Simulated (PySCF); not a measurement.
## Neon: a sound run and one with changed settings

Sound run: Ne²⁺ [He] 2s2 2p4, Ne³⁺ [He] 2s2 2p3. Calculation: PySCF 2.14, in def2-TZVP (5s3p2d1f, 31 functions); no relativity, point nucleus. The sound run starts from symmetry-adapted Hartree-Fock orbitals and uses a fine grid where one is needed.

A second run was set up differently.

| species | method | sound run (hartree) | changed run (hartree) | converged |
| --- | --- | --- | --- | --- |
| Ne²⁺ | UHF | -126.37482 | -126.37482 | yes |
| Ne²⁺ | PBE0 | -126.56992 | -126.56894 | yes |
| Ne²⁺ | BP86 | -126.65253 | -126.65121 | yes |
| Ne³⁺ | UHF | -124.10151 | -124.10151 | yes |
| Ne³⁺ | PBE0 | -124.22731 | -124.22731 | yes |
| Ne³⁺ | BP86 | -124.29825 | -124.29825 | yes |

Ionisation energy of Ne²⁺:

```csv
method,sound run (eV),changed run (eV)
UHF,61.860,61.860
PBE0,63.746,63.719
BP86,64.063,64.027
```

Question: What was changed?
A. too few SCF iterations
B. minimal basis
C. angular grid far too coarse
D. a valence shell is frozen

Answer: C. It used 26 angular points. A coarse angular grid integrates products of high-l functions wrongly, so density functionals can shift, and the SCF can exploit the error; Hartree-Fock and MP2 need no grid.
